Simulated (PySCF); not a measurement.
SMILES CC(C)(C[Si](Cl)(Cl)Cl)C, GFN2-xTB optimised geometry.

```
20

C     -0.65    -1.99     1.28
C     -0.16    -1.31     0.00
C     -0.68    -2.09    -1.21
C      1.37    -1.31     0.00
C     -0.70     0.14     0.00
Si    -0.61     1.19    -1.59
Cl    -2.15     0.73    -2.83
Cl    -0.82     3.13    -1.03
Cl     1.10     1.06    -2.66
H     -0.25    -3.00     1.35
H     -1.74    -2.06     1.29
H     -0.34    -1.43     2.16
H     -0.26    -1.69    -2.13
H     -1.76    -2.03    -1.27
H     -0.39    -3.13    -1.13
H      1.74    -2.33     0.04
H      1.76    -0.84    -0.90
H      1.75    -0.77     0.86
H     -0.19     0.68     0.80
H     -1.75     0.10     0.29
```

Density from CAM-B3LYP/def2-SVP run with PySCF at that geometry.

Minimum of the electron density along straight lines between bonded atoms, close to the bond critical point (lines longer than 1.1 times the sum of covalent radii, or with two minima, are not listed):

| bond | length / Å | ρ at the minimum / e bohr⁻³ | ∇²ρ there / e bohr⁻⁵ | position (fraction from the first atom) |
|---|---|---|---|---|
| C1–C2 | 1.533 | 0.246 | -0.57 | 0.50 |
| C2–C3 | 1.528 | 0.247 | -0.58 | 0.50 |
| C2–C4 | 1.529 | 0.247 | -0.58 | 0.50 |
| C2–C5 | 1.543 | 0.237 | -0.53 | 0.49 |
| C5–Si6 | 1.911 | 0.118 | 0.25 | 0.62 |
| Si6–Cl7 | 2.027 | 0.099 | 0.31 | 0.37 |
| Si6–Cl8 | 2.034 | 0.098 | 0.29 | 0.37 |
| Si6–Cl9 | 2.025 | 0.099 | 0.31 | 0.37 |
| C1–H10 | 1.087 | 0.277 | -1.02 | 0.63 |
| C1–H11 | 1.088 | 0.277 | -1.02 | 0.63 |
| C1–H12 | 1.088 | 0.277 | -1.02 | 0.63 |
| C3–H13 | 1.087 | 0.277 | -1.02 | 0.63 |
| C3–H14 | 1.087 | 0.277 | -1.03 | 0.63 |
| C3–H15 | 1.088 | 0.277 | -1.02 | 0.63 |
| C4–H16 | 1.088 | 0.277 | -1.02 | 0.63 |
| C4–H17 | 1.085 | 0.280 | -1.05 | 0.63 |
| C4–H18 | 1.088 | 0.276 | -1.01 | 0.62 |
| C5–H19 | 1.093 | 0.273 | -0.98 | 0.63 |
| C5–H20 | 1.094 | 0.271 | -0.97 | 0.63 |
